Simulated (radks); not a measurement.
The numbers below are computed, except where a source is named.
Fractional charge and spin in the 5p shell of barium: the spin-up occupation runs from 2 to 3 and the spin-down occupation from 2 to 3; the fullest corner is Ba+, [Kr] 4d10 5s2 6s(up 0.5, down 0.5) 5p(up 3, down 3). Level of theory: scalar-relativistic Kohn-Sham, PBE, spin-polarised, spherical densities, finite nucleus; Fermi nuclear charge, rms radius of each element as measured or else 0.836 A^(1/3) + 0.57 fm (a radial shooting solver on a logarithmic mesh with Libxc functionals). Energy (eV) minus the two flat planes that join the four corners (they meet along the diagonal where the two added fractions sum to one electron); zero is where a piecewise linear energy would lie.

\begin{tabular}{lrrrrr}
down \ up & 2 & 2.25 & 2.5 & 2.75 & 3 \\ \hline
2 & 0.000 & -1.013 & -1.345 & -1.005 & 0.000 \\
2.25 & -1.013 & -1.290 & -0.898 & 0.156 & -0.941 \\
2.5 & -1.345 & -0.898 & 0.208 & -0.840 & -1.247 \\
2.75 & -1.005 & 0.156 & -0.840 & -1.198 & -0.930 \\
3 & 0.000 & -0.941 & -1.247 & -0.930 & 0.000 \\
\end{tabular}

Corners above the fullest one (they belong to Ba2+ and the next ion): (up 3, down 2) 29.280 eV, (up 2, down 3) 29.280 eV, (up 2, down 2) 69.771 eV. With half an added electron in each spin the energy lies 0.208 eV from the planes, and with half an added electron in spin up alone -1.345 eV. The planes are only a guide here: the flat-plane condition holds for ground states with one frontier orbital, while this shell lies below other occupied shells, so the corners above the fullest one are inner-hole states and not the ground states of those ions.
